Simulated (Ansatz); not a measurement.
Species: C₂H₇BN (charge 0, doublet). It need not be the lowest isomer of its formula. 
Structure (B3LYP-D3(BJ)/def2-TZVP (Ansatz, a first-principles code) minimum search):
```xyz
11

B     -0.0415     0.1222     0.0177
C      1.5149    -0.2101     0.0391
C     -1.0924    -1.0675    -0.0962
N     -0.4692     1.4330    -0.0211
H      1.7229    -0.9337     0.8327
H      1.7955    -0.6918    -0.9027
H      2.1550     0.6600     0.1803
H     -2.1314    -0.7426    -0.1352
H     -0.8825    -1.6637    -0.9891
H     -0.9677    -1.7368     0.7607
H     -0.7345     2.1318     0.6550
```
Charge 0, spin multiplicity 2.

Basis-set convergence of Hartree-Fock and CCSD(T) correlation energies (hartree) with Ansatz. Cores are frozen in the correlated levels unless marked. Open shells are spin-unrestricted. No spin-orbit coupling. Non-relativistic.

```
basis    functions       E(HF)  E(corr, CCSD(T))
-------  ---------  ----------  ----------------
cc-pVDZ         91  -158.95579          -0.58078
cc-pVTZ        218         [?]               [?]
```

**Question.** Complete the blanks.

**Answer.** 
- cc-pVTZ, E(HF): -159.00242
- cc-pVTZ, E(corr, CCSD(T)): -0.70391
